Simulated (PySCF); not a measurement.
Zr(H)3(SH) (H4SZr), SMILES [SH][ZrH3], multiplicity 1.

The structure is a stationary point at PBE0-D3(BJ)/def2-TZVP. The multiplicity is an assumed one; other spin states were not compared. The def2 effective core potentials stand for the cores of Zr; spin–orbit coupling is left out.

Level of theory: r2SCAN/def2-TZVPD (PySCF).

Symmetry labels are those of the subgroup Cs that the program uses (full group Cs).

Task: List the valence orbital energies around the gap with their symmetry. (The exact figures need the calculation; the answer reports its results.)

Result: 
```
orbital  symmetry  energy (eV)
-------  --------  -----------
HOMO−7         A"       -33.89
HOMO−6         A'       -18.90
HOMO−5         A'       -10.89
HOMO−4         A'        -8.35
HOMO−3         A'        -7.93
HOMO−2         A"        -7.62
HOMO−1         A'        -7.53
HOMO           A"        -7.25
LUMO           A'        -3.20
LUMO+1         A"        -3.04
LUMO+2         A'        -2.46
LUMO+3         A'        -2.06
```
